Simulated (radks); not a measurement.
Results of a calculation; reference values are marked as such.
All-electron atom: the ruthenium ion Ru2+ in [Kr] 4d6. Level of theory: scalar-relativistic Kohn-Sham, LDA (Slater exchange, Perdew-Wang correlation), spin-polarised, spherical densities, point nucleus; open shells are filled with parallel spins first (spin-orbit coupling, left out, can overturn this in heavy ions) (a radial shooting solver on a logarithmic mesh with Libxc functionals).

Unscreened Slater integrals over Kohn-Sham orbitals (cm^-1). They are taken over the spin-up orbitals.

\begin{tabular}{lr}
integral & value \\ \hline
F0(4d,4d) & 131220 \\
F2(4d,4d) & 65316 \\
F4(4d,4d) & 42549 \\
F0(4d,4p) & 149030 \\
F2(4d,4p) & 72443 \\
G1(4d,4p) & 90349 \\
G3(4d,4p) & 54985 \\
F0(4d,4s) & 153890 \\
G2(4d,4s) & 65140 \\
F0(4p,4p) & 176290 \\
F2(4p,4p) & 92368 \\
F0(4p,4s) & 184520 \\
G1(4p,4s) & 124940 \\
F0(4s,4s) & 194150 \\
\end{tabular}

Derived for the open shells (J is the average intra-shell exchange parameter used in DFT+U). 4d: Racah B = F2/49 - 5 F4/441 = 850.6 cm^-1, C = 35 F4/441 = 3377 cm^-1, C/B = 3.97, F4/F2 = 0.651, J = (F2 + F4)/14 = 7705 cm^-1.
